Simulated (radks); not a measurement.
Spherical quantum dot in the effective-mass picture: electrons in a parabolic well V = omega^2 r^2 / 2 with omega = 1.08, all in effective atomic units (hartree* = m*/eps^2 hartree, bohr* = eps/m* bohr), one dielectric constant everywhere. Method: non-relativistic Kohn-Sham, LDA (Slater exchange, Perdew-Wang correlation), spin-polarised, spherical densities; computed with a radial shooting solver with Libxc functionals. Levels are named by radial order and angular momentum (1s, 1p, 1d, 2s, ...), and open shells are averaged over m.

N = 30, configuration 1s2 1p6 1d10 2s2 1f(up 7, down 3). This is the lowest configuration that the search found. Occupied and some empty levels:

level,occupation,eigenvalue (hartree*),<r> (bohr*)
1s up,1,14.293,1.703
1s down,1,14.315,1.681
1p up,3,14.737,2.144
1p down,3,14.770,2.131
1d up,5,15.234,2.444
1d down,5,15.273,2.439
2s up,1,15.333,2.105
2s down,1,15.359,2.117
1f up,7,15.784,2.674
1f down,3,15.825,2.674
2p up,0,15.959,2.342
2p down,0,15.984,2.348
1g up,0,16.384,2.864
1g down,0,16.424,2.867
2d up,0,16.621,2.571
2d down,0,16.647,2.573

Energy (hartree*): total 293.499, kinetic 30.215, external 108.25, Hartree 169.21, exchange-correlation -14.174.

Electron density:

r (bohr*),n(r) (e/bohr*^3)
0.0995,0.3233
0.349,0.3040
0.600,0.2718
0.850,0.2407
1.10,0.2239
1.35,0.2269
1.60,0.2444
1.85,0.2628
2.10,0.2670
2.35,0.2472
2.60,0.2038
2.85,0.1472
3.10,0.09181
3.35,0.04899
3.60,0.02221
3.85,0.008517
4.10,0.002759
4.35,0.0007557
4.60,0.0001757
4.85,0.00003454
